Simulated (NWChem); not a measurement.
System: C$_{2}$H$_{6}$N$_{2}$Si; SMILES C#C[SiH](N)N

```xyz
11

C     -0.1453    -2.5951    -0.1814
C     -0.0777    -1.3980     0.0338
Si    -0.0201     0.4206     0.3822
N     -1.2642     1.3759    -0.3239
N      1.4832     0.9261    -0.2825
H     -0.2058    -3.6520    -0.3722
H     -0.2307     0.5684     1.8557
H     -1.3746     1.4013    -1.3317
H     -2.1545     1.4718     0.1504
H      2.2610     0.2793    -0.3330
H      1.7909     1.8871    -0.1892
```
Atoms are numbered in this order, from 1.

Program: NWChem. Pople sets run with spherical d functions. All runs use the structure optimised with PBE0/def2-SVP. Ions are spin-unrestricted doublets at the neutral geometry; other ion states weren't tried. Functional: LC-ωPBE (HJS hole) with 6-31G*; the question gives the range parameter ω in 1/bohr.

**Question.** What does the run give for range parameter (1/bohr) 0.20? Quantities: vertical ionisation energy, ΔSCF (eV); −ε(HOMO) (eV).

**Answer.** 
- vertical ionisation energy, ΔSCF (eV): 9.15
- −ε(HOMO) (eV): 8.31
